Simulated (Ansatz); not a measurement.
Geometry optimisation, RKS B3LYP/STO-3G (Ansatz).

Input:

```yaml
crystal:
  periodic: [false, false, false]
  atoms:
    - { symbol: C, position_ang: [0.9465, 1.8834, -1.1542] }
    - { symbol: C, position_ang: [0.4722, 1.1384, -0.3576] }
    - { symbol: Al, position_ang: [-0.2366, -0.1251, 0.9312] }
    - { symbol: "N", position_ang: [-0.687, -1.8543, 0.3779] }
    - { symbol: H, position_ang: [1.2708, 2.6122, -1.8943] }
    - { symbol: H, position_ang: [-0.2976, 0.298, 2.4845] }
    - { symbol: H, position_ang: [0.0841, -2.302, -0.0922] }
    - { symbol: H, position_ang: [-1.4603, -1.7077, -0.3511] }
basis:
  gaussian: { orbitals: STO-3G }
hamiltonian:
  xc: b3lyp
relax:
  f_tol: 0.02
  max_steps: 50
```

Launched with:

```bash
$ ansatz run input.yaml --threads 1 --pin off --max-ram 2048MiB --backend cpu --events-out ev --progress --plain --runs-dir out
```

**Question.** Where does it end, and by what steps?

**Answer.** It converged. Limits of this set-up: minimal basis. After 15 steps the energy has fallen by 1.018 eV; H8 moved furthest, 1.33 Å.

| step | energy less start (eV) | largest force component (eV/Å) | accepted |
| --- | --- | --- | --- |
| 0 | 0.0000 | 2.929 | yes |
| 1 | -0.3462 | 1.139 | yes |
| 2 | -0.3793 | 0.310 | yes |
| 3 | -0.3996 | 0.692 | yes |
| 4 | -0.4183 | 1.718 | yes |
| 5 | -0.5442 | 1.046 | yes |
| 6 | -0.6848 | 0.866 | yes |
| 7 | -0.8240 | 0.942 | yes |
| 8 | -0.8349 | 1.294 | yes |
| 9 | -0.9184 | 1.222 | yes |
| 10 | -0.9961 | 0.335 | yes |
| 11 | -1.0067 | 0.271 | yes |
| 12 | -1.0076 | 0.236 | yes |
| 13 | -1.0174 | 0.031 | yes |
| 14 | -1.0176 | 0.046 | yes |
| 15 | -1.0177 | 0.007 | yes |

```xyz
8
Properties=species:S:1:pos:R:3
C 1.086 1.919 -1.110
C 0.539 1.143 -0.358
Al -0.309 -0.047 0.814
N -0.624 -1.628 0.200
H 1.575 2.611 -1.781
H -0.706 0.309 2.207
H -0.385 -1.966 -0.751
H -1.083 -2.397 0.723
```

Run time: 19 s on 1 thread of Arm Neoverse V2 (shared host), peak memory 0.12 GiB.
